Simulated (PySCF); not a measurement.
## `O=C/C=C/C=C/C(Cl)=C\[O-]`, [C7H6ClO2]-, charge -1

Molfile (atoms numbered from 1):
```
C7H6ClO2
     RDKit          3D

 16 15  0  0  0  0  0  0  0  0999 V2000
    3.7183    0.6932   -1.3420 O   0  0  0  0  0  0  0  0  0  0  0  0
    2.6675    0.3429   -0.8190 C   0  0  0  0  0  0  0  0  0  0  0  0
    1.3372    0.6956   -1.2080 C   0  0  0  0  0  0  0  0  0  0  0  0
    0.2358    0.2244   -0.5215 C   0  0  0  0  0  0  0  0  0  0  0  0
   -1.1200    0.4805   -0.7802 C   0  0  0  0  0  0  0  0  0  0  0  0
   -2.1412   -0.0588   -0.0057 C   0  0  0  0  0  0  0  0  0  0  0  0
   -3.5149    0.0907   -0.1212 C   0  0  0  0  0  0  0  0  0  0  0  0
   -4.1969    1.0882   -1.4007 Cl  0  0  0  0  0  0  0  0  0  0  0  0
   -4.4522   -0.5341    0.7641 C   0  0  0  0  0  0  0  0  0  0  0  0
   -4.1796   -1.2616    1.7133 O   0  0  0  0  0  0  0  0  0  0  0  0
    2.6932   -0.3403    0.0814 H   0  0  0  0  0  0  0  0  0  0  0  0
    1.2201    1.3564   -2.0739 H   0  0  0  0  0  0  0  0  0  0  0  0
    0.4465   -0.4338    0.3360 H   0  0  0  0  0  0  0  0  0  0  0  0
   -1.3874    1.1285   -1.6212 H   0  0  0  0  0  0  0  0  0  0  0  0
   -1.8706   -0.7080    0.8374 H   0  0  0  0  0  0  0  0  0  0  0  0
   -5.5217   -0.2967    0.5131 H   0  0  0  0  0  0  0  0  0  0  0  0
  1  2  2  0
  2  3  1  0
  3  4  2  0
  4  5  1  0
  5  6  2  0
  6  7  1  0
  7  8  1  0
  7  9  2  0
  9 10  1  0
  2 11  1  0
  3 12  1  0
  4 13  1  0
  5 14  1  0
  6 15  1  0
  9 16  1  0
M  CHG  1  10  -1
M  END
```

Method: TDDFT CAM-B3LYP/aug-cc-pVDZ excited states, vertical, gas phase in PySCF 2.14.0. Geometry: PBE0-D3(BJ)/def2-SVP.

For a gas-phase anion, states above the detachment energy (about 2.7 eV, taken as minus the energy of the highest occupied orbital) lie in the continuum and depend on the basis.

**Question.** Give the one- and two-photon strengths of the lowest singlets.

**Answer.** δ for parallel linear polarisation; σ at the peak of a Lorentzian of half width 0.1 eV, single beam; Ω is circular over linear.
```
state  E (eV)      f  photon λ (nm)  δ (au)  σ (GM)     Ω                                main
   S1    3.32  1.159            746     415    1.68  1.20                      HOMO→LUMO 0.96
   S2    3.75  0.001            661    95.2    0.49  1.50  HOMO→LUMO+2 0.60, HOMO→LUMO+3 0.17
   S3    3.86  0.001            643    10.1    0.06  1.50  HOMO→LUMO+1 0.47, HOMO→LUMO+3 0.23
   S4    4.06  0.000            610    85.8    0.52  1.50  HOMO→LUMO+3 0.53, HOMO→LUMO+1 0.38
   S5    4.19  0.001            592    0.58    0.00  1.50  HOMO−1→LUMO 0.64, HOMO−2→LUMO 0.14
   S6    4.23  0.000            586    1.86    0.01  1.50  HOMO−2→LUMO 0.66, HOMO−1→LUMO 0.12
```

Among these, the strongest one-photon state is S1, the strongest two-photon state S1.
